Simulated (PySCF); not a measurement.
**Ionisation energy of As²⁺ by level of theory**

As²⁺ [Ar] 3d10 4s2 4p1 (2P) → As³⁺ [Ar] 3d10 4s2 (1S), as a difference of total energies. All numbers are calculated (PySCF 2.14, scalar relativity by spin-free X2C-1e, in x2c-TZVPall). Correlated levels: valence: [Ar] 3d10 frozen. The calculations carry no spin-orbit coupling.

```json
{"method": "UHF", "ionisation energy (eV)": "27.391"}
{"method": "TPSS", "ionisation energy (eV)": "28.060"}
{"method": "M06-L", "ionisation energy (eV)": "27.712"}
{"method": "MP2 (valence)", "ionisation energy (eV)": "27.653"}
{"method": "SCS-MP2 (valence)", "ionisation energy (eV)": "27.645"}
{"method": "CCSD (valence)", "ionisation energy (eV)": "27.739"}
{"method": "CCSD(T) (valence)", "ionisation energy (eV)": "27.758"}
```

Task: How much does correlation contribute at CCSD(T) (valence)?

Result: 27.758 − (27.391) = 0.367 eV, measured against UHF.

The reference lies between the lowest fine-structure levels, while these numbers refer to the centres of the terms.

Errors of the correlated levels include the incompleteness of this basis and the frozen core.

For comparison: 28.349 ± 0.012 eV (measured; NIST Atomic Spectra Database, ionization energies).
